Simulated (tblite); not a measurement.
C5H14N2Si2.
Numbering: `[CH3:1][CH:2]([CH3:3])[Si@H:4]([CH2:5][C:6]#[N:7])[SiH2:8][NH2:9]` (hydrogens: H10, H11, H12 on C1; H13 on C2; H14, H15, H16 on C3; H17 on Si4; H18, H19 on C5; H20, H21 on Si8; H22, H23 on N9)

Cartesian coordinates in Å at the GFN2-xTB level; atoms count from 1:
```
atom  x, y, z in Å
C1    -1.626    0.145   -1.140
C2    -1.523    0.249    0.381
C3    -2.321   -0.876    1.036
Si4    0.299    0.205    0.979
C5     1.078    1.927    0.531
C6     1.285    2.052   -0.869
N7     1.446    2.107   -2.003
Si8    1.527   -1.563    0.125
N9     2.733   -0.866   -0.884
H10   -2.667    0.188   -1.458
H11   -1.208   -0.798   -1.489
H12   -1.089    0.956   -1.628
H13   -1.982    1.198    0.684
H14   -3.366   -0.835    0.732
H15   -1.922   -1.846    0.748
H16   -2.279   -0.800    2.120
H17    0.251    0.284    2.456
H18    0.439    2.743    0.870
H19    2.043    2.017    1.030
H20    0.661   -2.568   -0.529
H21    2.288   -2.299    1.141
H22    2.485   -0.138   -1.536
H23    3.443   -1.454   -1.288
```

Calculated harmonic vibrations of the isolated species, GFN2-xTB (tblite), most abundant isotopes, no scaling. The method is semi-empirical: single wavenumbers can be off by several per cent or more. Modes of hydrogen on silicon can be 10 to 20 % off. One conformer, not necessarily the lowest.

Harmonic wavenumbers (cm⁻¹): 28.2, 48.5, 66.3, 91.7, 111.5, 128.0, 151.2, 195.4, 221.0, 238.0, 262.1, 291.7, 319.9, 373.6, 402.1, 415.7, 459.1, 481.8, 540.4, 570.7, 597.8, 644.0, 649.2, 691.5, 711.8, 747.8, 823.7, 844.6, 907.2, 945.9, 947.3, 994.0, 1028.3, 1036.5, 1076.6, 1130.3, 1160.7, 1178.3, 1272.4, 1302.4, 1411.0, 1416.2, 1428.9, 1500.8, 1508.5, 1511.8, 1516.1, 1526.7, 2100.2, 2113.1, 2211.8, 2387.0, 2907.2, 2974.6, 2989.0, 3005.7, 3009.5, 3019.3, 3025.4, 3033.5, 3038.4, 3460.3, 3498.2.

A = 1234, B = 937.9, C = 702.2 MHz; mass 158.070 u (most abundant isotopes); point group C1, symmetry number 1.

**Question.** Zero-point energy?

**Answer.** Half the sum of the wavenumbers: 39340 cm⁻¹ = 470.62 kJ/mol.

**Question.** What is S at 500 K and 1 bar for an ideal gas of classical rigid rotors and harmonic oscillators?

**Answer.** Translation 182.75, rotation 133.47, vibration 313.75: S = 630.0 J/(mol K).

**Question.** And Cp and H(500 K) − H(0)?

**Answer.** Cp = 304.77 J/(mol K), of which vibrations give 271.51 (their classical limit is 63 R = 523.8); H(500 K) − H(0) = 92.98 kJ/mol without the zero-point energy, 76.35 from vibrations.

**Question.** Blend soft modes into free rotors: weight 1/[1 + (100 cm⁻¹/ν̃)⁴] for the oscillator and the rest for a rotor with moment μB/(μ + B), μ = h/(8π²ν), B = 10⁻⁴⁴ kg m². What vibrational entropy results?

**Answer.** 285.30 J/(mol K) in place of 313.75, which changes −T·S at 500 K by +14.23 kJ/mol.

**Question.** What must be added to the electronic energy to get the Gibbs energy at 500 K and 1 bar?

**Answer.** ZPE + [H(500 K) − H(0)] − T·S = 470.62 + 92.98 − 314.99 = 248.61 kJ/mol.

**Question.** How do the functions run with temperature in this model?

**Answer.** 
| T (K) | S (J/(mol K)) | Cp (J/(mol K)) | H − H(0) (kJ/mol) | G − H(0) (kJ/mol) | ln q(vib) |
| --- | --- | --- | --- | --- | --- |
| 100 | 326.1 | 106.0 | 6.92 | -25.69 | 3.30 |
| 200 | 418.7 | 166.4 | 20.62 | -63.11 | 7.59 |
| 300 | 496.5 | 220.0 | 39.99 | -108.95 | 11.69 |
| 800 | 792.5 | 386.3 | 197.67 | -436.32 | 29.68 |
| 1000 | 882.8 | 422.9 | 278.77 | -604.04 | 35.84 |

q(vib) and H(0) count from the zero-point level.

Hindered rotation and anharmonicity are outside this model. Other conformers, if any are populated, would add a mixing term that is left out. The structure is chiral; the term R ln 2 for an equal mix with its mirror image is left out.
